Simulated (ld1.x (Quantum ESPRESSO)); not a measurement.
## Tl: one change to a TM potential, before and after

thallium (Tl), norm-conserving Troullier–Martins (Kleinman–Bylander form), made with ld1.x (Quantum ESPRESSO) 7.5 (PBEsol, non-relativistic). Core [Xe] 4f14 5d10, reference 6s2 6p1. Waves: 6s (bound): rc 2.00 bohr; 6p (bound): rc 2.30 bohr. Local part: all-electron potential smoothed inside 2.05 bohr (lloc = -1). Core correction: Bessel-smoothed model core inside 1.60 bohr.

All-electron outer shells of the reference configuration (PBEsol, non-relativistic, ld1.x):

```
shell  level (eV)  outermost node (bohr)  outermost maximum (bohr)
   5p      -70.59                   0.52                      0.94
   5d      -18.23                   0.54                      1.11
   6s       -7.54                   1.16                      2.35
   6p       -2.59                   1.28                      3.02
```

Change: wave 6s (bound): rc 2.00 bohr becomes 6s (bound): rc 2.32 bohr.

Cutoffs: the cutoffs (Ry, on a coarse ladder) from which the occupation-weighted sum of valence levels, in a spherical-Bessel basis at the reference potential, stays within 10 and 1 mRy of its value at 400 Ry; they do not see the model core or the augmentation charge, which bear on the density cutoff. Errors are all-electron minus pseudo energies relative to the spin-unpolarised reference configuration.

Predict the effect on cutoff, ghosts and configuration errors.

The potential gets softer (18 Ry and 35 Ry → 15 Ry and 21 Ry); both files keep a bound ghost (d, s); the errors of the 7 common tests hardly move. A larger radius leaves more room for a smooth pseudo-wave, so fewer plane waves are needed.

```csv
quantity,base,changed
"cutoff, loose",18 Ry,15 Ry
"cutoff, tight",35 Ry,21 Ry
loose cutoff by channel (10 mRy a level),"s 15 Ry, p 6 Ry","s 12 Ry, p 6 Ry"
bound ghosts,"s, d","s, d"
"error for 6s2 6p0, meV [ΔE 5.33 eV]",-17,-17
"error for 6s1 6p0, meV [ΔE 23.21 eV]",-220,-216
"error for 6s2 6p0.5, meV [ΔE 1.95 eV]",-2.5,-2.4
"error for 6s1 6p2, meV [ΔE 5.05 eV]",-15,-14
"error for 6s2 6p1.3, meV [ΔE -0.56 eV]",-0.2,-0.2
"error for 6s1 6p1, meV [ΔE 11.05 eV]",-48,-46
"error for 6s0 6p3, meV [ΔE 10.30 eV]",-53,-50
```

 A true bound ghost makes a file unfit for plane-wave use even where its test errors are small: the radial tests pick states by their node count and pass the ghost by.
